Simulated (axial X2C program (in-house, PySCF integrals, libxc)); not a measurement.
# KPb: from the spin-free to the two-component result

Computed with an in-house all-electron X2C program for linear molecules (integrals from PySCF). Spin-free means the one-electron spin-free X2C Hamiltonian; two-component (2c) means X2C with spin–orbit coupling and atomic mean-field two-electron Coulomb and Gaunt terms, so the difference of the two also holds small scalar two-electron terms. Basis: Pb dyall-v2z [10s12p9d5f], K dyall-v2z [9s10p2d] (cores contracted in-house); Gaussian nuclei, density fitting, unrestricted open shells. Masses: Pb 207.977 u, K 38.964 u.

Spin-free state: M_S = 3/2, Λ = 0 (beyond evenly filled blocks: σα, π+α, π-α); fragments Pb + K.

```csv
level,Re (Å),ωe (cm⁻¹),De (eV),μ (D)
PBE0,3.327,120.2,1.161,9.30
BP86,3.352,114.1,1.153,8.58
```

Dipoles are positive if K is the positive end.

Two-component determinant lowest at the distance of the search:

Ω = 1/2 (⟨Sz⟩ = 0.07, ⟨Lz⟩ = 0.43 at PBE0); fragments Pb + K.

| level | Re (Å) | ωe (cm⁻¹) | De (eV) | μ (D) |
| --- | --- | --- | --- | --- |
| PBE0 | 3.542 | 92.0 | 0.468 | 5.57 |
| BP86 | 3.564 | 89.6 | 0.517 | 4.86 |

From the two tables, how do the constants change at the PBE0 level (2c against spin-free)?

At the PBE0 level Re goes up by 0.215 Å and ωe drops by 28.2 cm⁻¹; De changes by -0.693 eV. The two determinants differ in configuration, so these shifts compare two states and are not the spin–orbit effect on one state.

The state is one determinant whose occupation by symmetry is held fixed; it was picked as the lowest of a PBE0 search that is not exhaustive. De is counted from the lowest determinant-based energies of the atoms at the same level, without counterpoise correction. Density functionals use the spin component along the axis (collinear). PBE0 can misorder states that lie within some tenths of an eV, so this need not be the ground state of the molecule. The nearest other spin-free determinant of the search, M_S = 1/2, Λ = 0, lies 0.42 eV up at the distance of the search. Without a current term, density functionals place determinants with orbital angular momentum somewhat too high.
